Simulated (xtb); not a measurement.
CH5Si, doublet, geometry from GFN2-xTB, atoms displaced at random by about 0.06 Å a coordinate; GFN2-xTB run with xtb 6.7.1.

Input for xtb:
```
$ xtb mol.xyz --gfn 2 --chrg 0 --uhf 1 --opt --json

# file mol.xyz
7

C      1.34801742    -0.09646078    -0.00005509
Si    -0.54957149     0.04187308     0.01271221
H      1.91213179     0.62471999    -0.20128528
H      1.77904542    -1.12266773     0.03408369
H     -1.18336578    -0.46760692     1.24941776
H     -0.80521255     1.53874779    -0.21911701
H     -1.20102885    -0.74669045    -1.09310598
```

Q: What does xtb print? Leave out banner, timings and long lists.

A: 
```
   ID    Z sym.   atoms
    1    6 C      1
    2   14 Si     2
    3    1 H      3-7

           -------------------------------------------------
          |                Calculation Setup                |
           -------------------------------------------------

           -------------------------------------------------
          |                 G F N 2 - x T B                 |
           -------------------------------------------------

          ...................................................
          :                      SETUP                      :
          :.................................................:
          :  # basis functions                  19          :
          :  # atomic orbitals                  18          :
          :  # shells                           10          :
          :  # electrons                        13          :
          :  max. iterations                   250          :
          :  Hamiltonian                  GFN2-xTB          :
          :  restarted?                      false          :
          :  GBSA solvation                  false          :
          :  PC potential                    false          :
          :  electronic temp.          300.0000000     K    :
          :  accuracy                    1.0000000          :
          :  -> integral cutoff          0.2500000E+02      :
          :  -> integral neglect         0.1000000E-07      :
          :  -> SCF convergence          0.1000000E-05 Eh   :
          :  -> wf. convergence          0.1000000E-03 e    :
          :  Broyden damping             0.4000000          :
          :  net charge                          0          :
          :  unpaired electrons                  1          :
          ...................................................

 iter      E             dE          RMSdq      gap      omega  full diag
   1     -6.3393982 -0.633940E+01  0.585E+00    4.44       0.0  T
   2     -6.3975004 -0.581022E-01  0.278E+00    4.10       1.0  T
   3     -6.3978643 -0.363942E-03  0.177E+00    4.78       1.0  T
   4     -6.3998130 -0.194870E-02  0.837E-01    4.49       1.0  T
   5     -6.3997872  0.258808E-04  0.410E-01    4.53       1.0  T
   6     -6.3998725 -0.853394E-04  0.139E-01    4.48       1.0  T
   7     -6.3998730 -0.536605E-06  0.494E-02    4.47       1.0  T
   8     -6.3998769 -0.389653E-05  0.916E-03    4.46       4.1  T
   9     -6.3998771 -0.177524E-06  0.456E-03    4.46       8.3  T
  10     -6.3998771 -0.172322E-07  0.417E-04    4.46      90.7  T
  11     -6.3998771  0.149045E-10  0.188E-04    4.46     201.2  T

   *** convergence criteria satisfied after 11 iterations ***

         :::::::::::::::::::::::::::::::::::::::::::::::::::::
         ::                     SUMMARY                     ::
         :::::::::::::::::::::::::::::::::::::::::::::::::::::
         :: total energy              -6.302016100398 Eh    ::
         :: gradient norm              0.223272224315 Eh/a0 ::
         :: HOMO-LUMO gap              4.459109222241 eV    ::
         ::.................................................::
         :: SCC energy                -6.399876622484 Eh    ::
         :: -> isotropic ES            0.010569495979 Eh    ::
         :: -> anisotropic ES          0.003175091789 Eh    ::
         :: -> anisotropic XC          0.007322063363 Eh    ::
         :: -> dispersion             -0.002725911090 Eh    ::
         :: repulsion energy           0.097860522086 Eh    ::
         :: add. restraining           0.000000000000 Eh    ::
         :: total charge               0.000000000000 e     ::
         :::::::::::::::::::::::::::::::::::::::::::::::::::::

      -----------------------------------------------------------
     |                   =====================                   |
     |                        A N C O P T                        |
     |                   =====================                   |
[...]
 * total energy  :    -6.3020161 Eh     change       -0.6547474E-10 Eh
 * total energy  :    -6.3217596 Eh     change       -0.1974353E-01 Eh
 * total energy  :    -6.3230614 Eh     change       -0.1301732E-02 Eh
 * total energy  :    -6.3230846 Eh     change       -0.2326177E-04 Eh
 * total energy  :    -6.3230956 Eh     change       -0.1093190E-04 Eh
 * total energy  :    -6.3230993 Eh     change       -0.3714646E-05 Eh
   *** GEOMETRY OPTIMIZATION CONVERGED AFTER 6 ITERATIONS ***
         :: total energy              -6.323099266918 Eh    ::
[...]

    * Orbital Energies and Occupations

         #    Occupation            Energy/Eh            Energy/eV
      -------------------------------------------------------------
         1        2.0000           -0.7051564             -19.1883
         2        2.0000           -0.5542245             -15.0812
         3        2.0000           -0.4733718             -12.8811
         4        2.0000           -0.4212841             -11.4637
         5        2.0000           -0.4173604             -11.3570
         6        2.0000           -0.4157277             -11.3125
         7        1.0000           -0.3392915              -9.2326 (HOMO)
         8                         -0.1656928              -4.5087 (LUMO)
         9                         -0.1591990              -4.3320
        10                         -0.1510226              -4.1095
        11                         -0.0611652              -1.6644
        12                         -0.0353641              -0.9623
        13                          0.1694246               4.6103
        14                          0.2850506               7.7566
        15                          0.4093528              11.1391
        16                          0.6055949              16.4791
        17                          0.6868343              18.6897
        18                          0.6894749              18.7616
      -------------------------------------------------------------
                  HL-Gap            0.1735987 Eh            4.7239 eV
             Fermi-level           -0.3150009 Eh           -8.5716 eV

     #   Z          covCN         q      C6AA      α(0)
     1   6 C        2.733    -0.177    32.604     9.348
     2  14 Si       3.633     0.416    99.788    19.162
     3   1 H        0.926     0.042     2.424     2.434
     4   1 H        0.926     0.039     2.468     2.457
     5   1 H        0.917    -0.102     5.637     3.714
     6   1 H        0.918    -0.114     6.091     3.860
     7   1 H        0.917    -0.103     5.657     3.720

 Mol. C6AA /au·bohr⁶  :        671.707362
 Mol. C8AA /au·bohr⁸  :      22616.252310
 Mol. α(0) /au        :         44.695790

Wiberg/Mayer (AO) data.
largest (>0.10) Wiberg bond orders for each atom

 ---------------------------------------------------------------------------
     #   Z sym  total        # sym  WBO       # sym  WBO       # sym  WBO
 ---------------------------------------------------------------------------
     1   6 C    3.234 --     2 Si   1.120     4 H    0.991     3 H    0.990
     2  14 Si   3.792 --     1 C    1.120     6 H    0.898     7 H    0.881
                             5 H    0.880
     3   1 H    0.998 --     1 C    0.990
     4   1 H    0.999 --     1 C    0.991
     5   1 H    0.989 --     2 Si   0.880
     6   1 H    0.987 --     2 Si   0.898
     7   1 H    0.989 --     2 Si   0.881
 ---------------------------------------------------------------------------

Topologies differ in total number of bonds
Writing topology from bond orders to xtbtopo.mol

molecular dipole:
                 x           y           z       tot (Debye)
 q only:        0.050      -0.028       0.003
   full:        0.189      -0.060       0.004       0.505
molecular quadrupole (traceless):
                xx          xy          yy          xz          yz          zz
 q only:        0.125       0.075       0.019      -0.021      -0.020      -0.145
  q+dip:        0.731       0.102       0.354      -0.075      -0.154      -1.085
   full:        0.545       0.001       0.174      -0.044      -0.096      -0.718

optimized geometry written to: xtbopt.xyz

           -------------------------------------------------
          | TOTAL ENERGY               -6.323099266918 Eh   |
          | GRADIENT NORM               0.000752102613 Eh/α |
          | HOMO-LUMO GAP               4.723861693762 eV   |
           -------------------------------------------------

normal termination of xtb
```
